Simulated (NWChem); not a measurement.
Species: stibine (SbH$_{3}$); SMILES [SbH3]

def2 effective core potentials on Sb; no spin-orbit coupling.

Problem. Give the equilibrium geometry at PBE0-D3(BJ)/def2-TZVP with def2 effective core potentials on Sb (NWChem) as a Z-matrix, with the point group.

Solution. point group C3v; any orientation.
```
Sb
H 1 1.7081
H 1 1.7081 2 91.39
H 1 1.7081 2 91.39 3 91.43
```
